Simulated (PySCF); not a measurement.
Vibration and rotation of DyP

ROHF constants of DyP, sextet, about 9.0 electrons in the 4f shell (Mulliken), real f orbitals that mix terms (PySCF, spin-free X2C with a Gaussian nucleus, basis sets Dy x2c-SVPall, P x2c-SVPall; masses 163.9292 and 30.9738 u):

```
ωe              : 450.6 cm⁻¹
ωexe            : 1.36 cm⁻¹
Be              : 0.11843 cm⁻¹
αe              : 0.000373 cm⁻¹
D (centrifugal) : 3.27e-08 cm⁻¹
```

**Question.** Give the vibrational terms G(v) and spacings up to v = 6.

**Answer.** G(v) = ωe(v+½) − ωexe(v+½)².

```json
{"v": "0", "G(v) (cm⁻¹)": "225", "G(v) − G(v−1)": "", "Bv (cm⁻¹)": "0.1182"}
{"v": "1", "G(v) (cm⁻¹)": "673", "G(v) − G(v−1)": "448", "Bv (cm⁻¹)": "0.1179"}
{"v": "2", "G(v) (cm⁻¹)": "1118", "G(v) − G(v−1)": "445", "Bv (cm⁻¹)": "0.1175"}
{"v": "3", "G(v) (cm⁻¹)": "1560", "G(v) − G(v−1)": "442", "Bv (cm⁻¹)": "0.1171"}
{"v": "4", "G(v) (cm⁻¹)": "2000", "G(v) − G(v−1)": "440", "Bv (cm⁻¹)": "0.1168"}
{"v": "5", "G(v) (cm⁻¹)": "2437", "G(v) − G(v−1)": "437", "Bv (cm⁻¹)": "0.1164"}
{"v": "6", "G(v) (cm⁻¹)": "2871", "G(v) − G(v−1)": "434", "Bv (cm⁻¹)": "0.1160"}
```

These are scalar-relativistic numbers at best; spin–orbit coupling would shift them, the dissociation energy most. UHF is strongly spin-contaminated for DyP, so the ROHF reference used there is far from stable. Hartree–Fock leaves out correlation, which carries a large part of most bond energies and some tenths to 1 eV of ionisation energies. With d or f electrons several states lie close, and the lowest PBE0 determinant need not be the measured ground state.
